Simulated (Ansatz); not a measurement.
Consider the redistribution: `F[CH2][SnH2][Cl]` + `[OH][Ga]([Cl])[Br]` → `F[CH2][SnH2][Br]` + `[OH][Ga]([Cl])[Cl]`.

Calculated with Ansatz (gas phase, PBE0-D4/def2-TZVP geometries, no zero-point term in ΔE). CCSD(T)/CBS is the MP2 limit (def2-TZVPP, def2-QZVPP) plus CCSD(T) − MP2 in def2-TZVPP, frozen cores. Functionals use def2-TZVPP. Elements past krypton have def2 core potentials. For Br, Ga, Sn outer-core shells are correlated without core-valence functions, which leaves a few kJ/mol of doubt a bond. Scalar relativity is left out up to krypton. One conformer a species, not always the lowest.

`F[CH2][SnH2][Cl]`:

Cartesian coordinates in Å:
```
F -1.319 -1.416 -0.783
C -0.481 -1.045 0.250
Sn 0.261 0.963 -0.077
Cl 2.370 0.704 -1.052
H 0.363 -1.737 0.288
H -1.038 -1.101 1.190
H 0.532 1.809 1.378
H -0.688 1.823 -1.195
```

`[OH][Ga]([Cl])[Br]`:

```xyz
5

O    -0.308    0.032   -1.396
Ga   -0.049    0.197    0.343
Cl   -0.869    1.884    1.313
Br    1.130   -1.354    1.502
H     0.096   -0.759   -1.762
```

`F[CH2][SnH2][Br]`:

Cartesian coordinates in Å:
```
F 1.860 0.812 -0.446
C 0.916 -0.152 -0.736
Sn -0.689 -0.082 0.717
Br -2.297 1.626 -0.106
H 1.399 -1.133 -0.720
H 0.511 0.037 -1.733
H -1.552 -1.552 0.783
H -0.148 0.443 2.241
```

`[OH][Ga]([Cl])[Cl]`:

```xyz
5

O     1.263   -0.318    0.550
Ga   -0.215    0.246   -0.231
Cl   -0.130    1.971   -1.443
Cl   -2.047   -0.792    0.043
H     1.129   -1.107    1.081
```

(1) Is it downhill or uphill in electronic energy at CCSD(T)/CBS, and by how much? (Estimate.)

(2) What do these levels give: r2SCAN-D4, ωB97X-V, PBE0, CCSD/def2-TZVPP, CCSD(T)/def2-TZVPP, SCS-MP2/def2-QZVPP? (Estimate.)

Largest T1 diagnostic among the species: 0.012.

Results:

(1) Ansatz gave: Downhill: ΔE = -0.04 eV.

(2) The calculation gave: r2SCAN-D4 -0.03, ωB97X-V -0.03, PBE0 -0.03, CCSD/def2-TZVPP -0.02, CCSD(T)/def2-TZVPP -0.02, SCS-MP2/def2-QZVPP -0.03 eV.
